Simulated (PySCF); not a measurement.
NbOCl, SMILES [O]=[Nb][Cl] (connectivity only; charge and spin as stated), neutral, multiplicity 3.

Coordinates come from a r2SCAN-D4/def2-TZVP optimisation. The multiplicity is an assumed one; other spin states were not compared. The def2 effective core potentials stand for the cores of Nb; spin–orbit coupling is left out.

All values below come from PySCF with TDA-B3LYP/def2-TZVPD.

Vertical excitations. 

Computed lowest excited states:
```tsv
state	energy (eV)	λ (nm)	f	main pairs
root 1	0.56	2198	0.001	α HOMO−1→LUMO 98 %
root 2	0.91	1363	0.008	α HOMO→LUMO 98 %
root 3	1.94	638	0.006	α HOMO−1→LUMO+1 95 %
root 4	1.97	629	0.015	α HOMO→LUMO+1 96 %
root 5	2.80	443	0.000	α HOMO−1→LUMO+2 95 %
root 6	2.88	431	0.016	α HOMO→LUMO+2 96 %
root 7	3.73	332	0.004	α HOMO−1→LUMO+3 93 %
root 8	3.87	321	0.048	α HOMO→LUMO+3 93 %
root 9	4.23	293	0.005	α HOMO−2→LUMO 91 %
root 10	4.51	275	0.058	α HOMO−1→LUMO+4 94 %
```
Unrestricted roots are not spin-pure.
